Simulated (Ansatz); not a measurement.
Ideal-gas functions of `OC(F)(F)BF` at 298.15 K and 1 bar, from an Ansatz frequency run at PBE0-D4/def2-TZVP.

Molar mass 97.83 g/mol, point group Cs (symmetry number 1), electronic degeneracy 1, moments of inertia 93.146, 195.263, 198.995 u Å². Harmonic wavenumbers (cm⁻¹, unscaled): 31, 202, 259, 345, 375, 515, 558, 623, 816, 888, 1033, 1048, 1126, 1242, 1359, 1502, 2674, 3793.

Use S(trans) = R[1.5 ln M + 2.5 ln T − 1.1517]; rotational temperatures θ = 24.2544 K / I; S(rot) = R[ln(√π/σ · √(T³/θAθBθC)) + 1.5]; for each mode x = 1.438777 ν̃/T, S = R[x/(eˣ − 1) − ln(1 − e⁻ˣ)] and H = RT x/(eˣ − 1); 1 cm⁻¹ = 0.0119627 kJ/mol; R = 8.31446 J/(mol·K).

By hand: the entropy, in J/(mol·K).

Translation 166.0. Rotation: θ = 0.2604, 0.1242, 0.1219 K, giving 111.3. Vibration, mode by mode: 24.12, 8.85, 6.98, 4.97, 4.43, 2.60, 2.21, 1.72, 0.81, 0.61, 0.34, 0.32, 0.23, 0.15, 0.09, 0.05, 0.00, 0.00, in all 58.5. Electronic 0.0. Sum 335.8 J/(mol·K).

By hand: H − E and G − E in kJ/mol, counted from the electronic energy.

Zero-point energy ½ × 18389 × 0.0119627 = 110.0; thermal vibration 8.9; translation, rotation and pV give 4 RT = 9.9. H − E = 128.8 kJ/mol, and G − E = 128.8 − 298.15 × 335.8/1000 = 28.7 kJ/mol.

Vibration gives 17 % of the entropy, 24.1 J/(mol·K) of it from the mode under 150 cm⁻¹: soft modes count most, and the harmonic formula is weakest for them. The sum counts one conformer and one mirror image; others add a mixing term.
